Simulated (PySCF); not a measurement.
## Calculated data, AlBFHN

Computed with PySCF 2.14.0. Calculation on a computer-drawn molecule: the log of a Hartree-Fock and frozen-core CCSD(T) single point meant for a local Hartree-Fock minimum, with one planted fault or none, to be diagnosed. Offsets are logged minus clean, where the clean run is the same molecule without the fault. The reference is restricted for singlets and unrestricted otherwise, and also for a bond in bohr or an excited solution. Adding or removing an electron swaps singlet and doublet. The excited solution moves the top pair (singlet) or top alpha electron (doublet) to the lowest empty orbital. Highest occupied and lowest empty are orbital energies over both spins, largest force is the largest gradient component, triples share is (T) over the correlation energy, the T1 limit is 0.02 restricted and 0.045 unrestricted, electrons count all cores, a negative frequency is imaginary (commonest isotopes), and the dipole is about the centre of nuclear charge.

```xyz
5
formula=AlBFHN meant_charge=0 meant_multiplicity=2 meant_basis=cc-pV(D+d)Z logged_electrons=35 logged_basis_functions=70 logged_SCF_converged=yes logged_spin_squared=0.8645 logged_highest_occupied=-9.2315 logged_lowest_empty=0.45649 logged_largest_force=0.003399 logged_T1_diagnostic=0.026456 logged_D1_diagnostic=0.080518 logged_triples_share=0.026851 logged_CC_converged=yes logged_dipole_magnitude=1.6739 logged_SCF_stable_within_its_kind=yes logged_energy_HF=-421.08427 logged_energy_CCSD(T)=-421.57986 possible_faults=no_fault,one_electron_removed,one_electron_added,multiplicity_raised_by_two,geometry_at_a_saddle_point,SCF_held_on_an_excited_solution,minimal_basis_STO-3G,one_bond_length_entered_in_bohr,all_coordinates_scaled planted_fault=one_bond_length_entered_in_bohr,row_2_of_the_drawn_bonds HF_energy_offset_from_clean_run=34.26 CCSD(T)_energy_offset_from_clean_run=37.45
N     -0.7858    -1.5796    -1.1362
B     -1.7632    -0.8602    -1.3422
Al    -5.0287     1.3262    -2.1747
F     -5.1887     2.7491    -1.3373
H      0.0040    -2.1425    -0.9576
```

Units: logged_highest_occupied, logged_lowest_empty in eV; logged_largest_force in hartree/bohr; logged_dipole_magnitude in debye; logged_energy_HF, logged_energy_CCSD(T) in hartree; HF_energy_offset_from_clean_run, CCSD(T)_energy_offset_from_clean_run in kcal/mol.

Drawn bonds:
| atom | other atom | order |
| --- | --- | --- |
| 1 | 2 | 2 |
| 2 | 3 | 1 |
| 3 | 4 | 1 |
| 1 | 5 | 1 |
